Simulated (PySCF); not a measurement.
Level of theory: PBE-D3(BJ)/def2-TZVP // PBE-D3(BJ)/def2-SVP (PySCF). Gas-phase values, no solvent. Excitations are Tamm–Dancoff values on a coarser integration grid. The basis has no diffuse functions, so Rydberg states are missing or too high.

Reference species (SMILES): `[SiH3]c1ccc2ccccc2n1` (neutral, multiplicity 1).

```
Quantity                Value
-------------------  --------
dipole moment          2.45 D
HOMO                 -5.84 eV
T1 excitation (TDA)   2.87 eV
```

After one change: the dipole moment decreases by 1.14 D; the HOMO falls by 0.12 eV; the T1 excitation (TDA) is nearly the same.

Task: What was changed between the two runs? The new species is one of these.
(A) `[SiH3]c1ccnc2ccccc12`
(B) `[SiH3]c1ccc2cccnc2c1`
(C) `[SiH3]c1cnc2ccccc2c1`
(D) `[SiH3]c1cccc2cccnc12`

Result: A, `[SiH3]c1ccnc2ccccc12`
